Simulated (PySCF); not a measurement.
**Simulated characterisation data**

[PySCF 2.14.0 with density-fitted response routines: GIAO PBE0/pcSseg-1 shieldings; geometry: GFN2-xTB; one averaged value for each set of equivalent atoms; one conformer; in vacuum; no relativistic terms]

References, each an isolated molecule treated in the same way: 1H (31.72 ppm) and 13C (186.93 ppm) against TMS. Splittings of carbon signals by F and P are missing where no couplings were computed. Where no couplings were computed, multiplicities follow the n + 1 count of equivalent neighbours, and m marks all less simple cases (inequivalent or close neighbours, rings, F or P nearby). Shifts are as computed. Against solution values, carbons near 30 ppm lie about +3 ppm off and those near 130 ppm about +5 ppm. Of 1211 compounds with measured shifts, 218 miss one by over three times the rms of a fit or turn the order of signals round; such compounds aren't used in these exercises.

**1.** SMILES Cc1c(C=O)nnc(C)n1, C₆H₇N₃O. 1H NMR (500 MHz, computed): δ 10.80 (s, 1H), 3.23 (s, 3H), 3.04 (s, 3H). 13C{1H} NMR (computed): δ 203.2, 172.0, 167.7, 155.6, 27.7, 27.2.

**2.** `C=CC1=C(F)OC=CO1`, C₆H₅FO₂. 1H NMR (500 MHz, computed): δ 6.50 (m, 1H), 5.78 (m, 1H), 5.78 (m, 1H), 5.39 (m, 1H), 5.38 (m, 1H). 13C{1H} NMR (computed): δ 163.3, 135.7, 132.0, 128.7, 124.9, 117.5.
